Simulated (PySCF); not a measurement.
Gas-phase equilibrium of 1 mol MgCl2, 72 mol H2O at 1600 K and 0.00100 bar, among 19 species (ClO, O2, HCl, O, HO2, H2O, H, HOCl, H2O2, O3, MgCl2, H2, MgH2, MgCl, MgH, Cl, Cl2, Mg, OH). Only gases are allowed; each row takes one source of thermochemistry for all species, and Cantera finds the minimum.

Computed with PySCF and rigid-rotor harmonic-oscillator thermochemistry at 1 bar. † marks an energy on the PBE0/def2-TZVP geometry and frequencies; other levels use their own. Open shells (unrestricted) among the columns below: O2 (multiplicity 3); the rest are closed-shell singlets. The harmonic model lacks anharmonicity and excited electronic states, which grow with temperature; levels with a mode under 35 cm⁻¹ are left out. Soft modes under 120 cm⁻¹ make the harmonic entropy rough for MgCl2.

Molecules larger than those listed are left out. Table species left out: MgO, MgOH, Mg(OH)2, Mg2.

With M06-2X/def2-TZVP† thermochemistry: H2O 0.96, H2 0.0087, O2 0.0060, HCl 0.0081, MgCl2 0.0092, Mg 0.0039.

Problem. How far does the composition move with the other sources (PBE/def2-SVP, PBE0/def2-QZVP†, PBE0/def2-TZVP, LDA/def2-TZVP†, ωB97X-V/def2-TZVP†)?

Solution. 
| thermochemistry | x H2O | x H2 | x O2 | x HCl | x MgCl2 | x Mg |
|---|---|---|---|---|---|---|
| M06-2X/def2-TZVP† | 0.96 | 0.0087 | 0.0060 | 0.0081 | 0.0092 | 0.0039 |
| PBE/def2-SVP | 0.88 | 0.062 | 0.034 | 0.012 | 0.0067 | 0.0059 |
| PBE0/def2-QZVP† | 0.96 | 0.0066 | 0.0051 | 0.0086 | 0.0089 | 0.0041 |
| PBE0/def2-TZVP | 0.95 | 0.013 | 0.0084 | 0.010 | 0.0080 | 0.0048 |
| LDA/def2-TZVP† | 0.97 | 0.0038 | 0.0042 | 0.0091 | 0.0088 | 0.0043 |
| ωB97X-V/def2-TZVP† | 0.95 | 0.017 | 0.0099 | 0.0072 | 0.0097 | 0.0035 |
The most sensitive of these is H2: it spans a factor of 10^1.2 over these rows; at this temperature one factor of ten is RT ln 10 = 31 kJ/mol.
